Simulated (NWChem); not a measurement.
System: C₄H₅BO; SMILES O1CB(C#C)C1

NWChem input:

```
start job
memory heap 200 mb stack 700 mb global 900 mb
geometry units angstroms
  C      0.000000     0.000000     2.880803
  C      0.000000     0.000000     1.661144
  B      0.000000     0.000000     0.153920
  C      0.000000    -1.057408    -1.018222
  O      0.000000     0.000000    -1.985808
  C      0.000000     1.057408    -1.018222
  H      0.000000     0.000000     3.956792
  H      0.891594    -1.709671    -1.098632
  H     -0.891594    -1.709671    -1.098632
  H     -0.891594     1.709671    -1.098632
  H      0.891594     1.709671    -1.098632
end
basis spherical
  C library sto-3g
  B library sto-3g
  O library sto-3g
  H library sto-3g
end
dft
  xc hfexch
  iterations 150
end
driver
  maxiter 120
end
task dft optimize
task dft freq
```

The level has its own optimisation; frequencies are unscaled. Brackets give each atom's bonded neighbours.

Question: What results follow from this input? (Hartree-Fock/STO-3G.) Quantities: r C–C (Å); r C–H [C(CH)–H(C)] (Å); r B–C [B(CCC)–C(BC)] (Å); r B–C [B(CCC)–C(BHHO)] (Å); highest harmonic frequency (cm⁻¹); lowest (cm⁻¹); zero-point energy (kcal/mol); dipole (D).

Answer: The r C–C (Å) is 1.179 and the r C–H [C(CH)–H(C)] (Å) is 1.068. The r B–C [B(CCC)–C(BC)] (Å) is 1.507. The r B–C [B(CCC)–C(BHHO)] (Å) comes out as 1.581 and the highest harmonic frequency (cm⁻¹) is 3924. The lowest (cm⁻¹) is 117, the zero-point energy (kcal/mol) comes out as 60.4 and the dipole (D) is 2.35.
